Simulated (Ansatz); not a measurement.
`[TeH][SiH]1BC1` + HBr → `Br[SiH]1BC1` + H₂Te at 600 K and 1 bar (ligand exchange at the Si–Te bond).

Gas-phase electronic energies from Ansatz, PBE0-D4/def2-TZVP geometries. CCSD(T)/CBS is the MP2 limit (def2-TZVPP, def2-QZVPP) plus CCSD(T) − MP2 in def2-TZVPP, frozen cores. Elements past krypton have def2 core potentials. For Br, Te outer-core shells are correlated without core-valence functions, which leaves a few kJ/mol of doubt a bond. Scalar relativity is left out up to krypton.

```tsv
species	CCSD(T)/CBS energy (Eh)	H − E (kJ/mol)	S (J/(mol·K))
`[TeH][SiH]1BC1`	-622.60841	198.2	431.9
HBr	-2573.91920	33.5	219.1
`Br[SiH]1BC1`	-2927.63016	175.5	397.8
H₂Te	-268.91024	52.9	255.0
```

H − E and S are ideal-gas, rigid-rotor, harmonic terms from PBE0-D4/def2-TZVP, for one conformer and one mirror image of each species. 1 Eh = 2625.50 kJ/mol, R = 8.31446 J/(mol·K).

By hand: ΔE, ΔH, ΔS and ΔG.

ΔE = (-2927.63016) + (-268.91024) − (-622.60841) − (-2573.91920) = -0.01279 Eh = -33.6 kJ/mol. Δ(H − E) = 175.5 + 52.9 − 198.2 − 33.5 = -3.3, so ΔH = -36.9 kJ/mol. ΔS = 397.8 + 255.0 − 431.9 − 219.1 = 1.8 J/(mol·K). ΔG = -36.9 − 600 × (1.8)/1000 = -38.0 kJ/mol.

By hand: the equilibrium constant, and the temperature at which ΔG would vanish if ΔH and ΔS stayed fixed.

log₁₀ K = −ΔG/(RT ln 10) = 3.3. ΔH and −TΔS have one sign here, so there is no such temperature. One of them is within its doubt of zero, so this could turn.

The number of gas molecules stays the same, so ΔS is small and ΔH decides. A doubt of 5 kJ/mol in ΔE shifts log₁₀ K by 0.4 here. Other conformers and mirror images would add mixing entropy, several J/(mol·K) or more a flexible species. These are equilibria of isolated gas molecules and say nothing of rates. Largest T1 diagnostic: 0.013 (customary marks: 0.02 for closed shells, 0.045 for open ones).
